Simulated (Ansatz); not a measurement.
`BN=C` + `[CH2]1[NH][AlH]1` → `B[N]1[CH2][AlH]1` + `C=N` at 400 K and 1 bar (ligand exchange at a B–N bond).

Gas-phase electronic energies from Ansatz, PBE0-D4/def2-TZVP geometries. CBS: MP2 limit from def2 TZ/QZ plus the TZ coupled-cluster correction, frozen cores. This one scheme is used for every species.

```tsv
species	CCSD(T)/CBS energy (Eh)	H − E (kJ/mol)	S (J/(mol·K))
`BN=C`	-119.93970	154.7	272.9
`[CH2]1[NH][AlH]1`	-337.12157	146.5	291.6
`B[N]1[CH2][AlH]1`	-362.54602	182.9	331.2
`C=N`	-94.52360	119.4	238.9
```

H − E and S are ideal-gas, rigid-rotor, harmonic terms from PBE0-D4/def2-TZVP. 1 Eh = 2625.50 kJ/mol, R = 8.31446 J/(mol·K).

Q: By hand: ΔE, ΔH, ΔS and ΔG.

A: ΔE = (-362.54602) + (-94.52360) − (-119.93970) − (-337.12157) = -0.00835 Eh = -21.9 kJ/mol. Δ(H − E) = 182.9 + 119.4 − 154.7 − 146.5 = 1.1, so ΔH = -20.8 kJ/mol. ΔS = 331.2 + 238.9 − 272.9 − 291.6 = 5.6 J/(mol·K). ΔG = -20.8 − 400 × (5.6)/1000 = -23.0 kJ/mol.

Q: By hand: the equilibrium constant, and the temperature at which ΔG would vanish if ΔH and ΔS stayed fixed.

A: log₁₀ K = −ΔG/(RT ln 10) = 3.0. ΔH and −TΔS have one sign here, so there is no such temperature. One of them is within its doubt of zero, so this could turn.

The number of gas molecules stays the same, so ΔS is small and ΔH decides. A doubt of 5 kJ/mol in ΔE shifts log₁₀ K by 0.7 here. These are equilibria of isolated gas molecules and say nothing of rates. Largest T1 diagnostic: 0.016 (customary marks: 0.02 for closed shells, 0.045 for open ones).
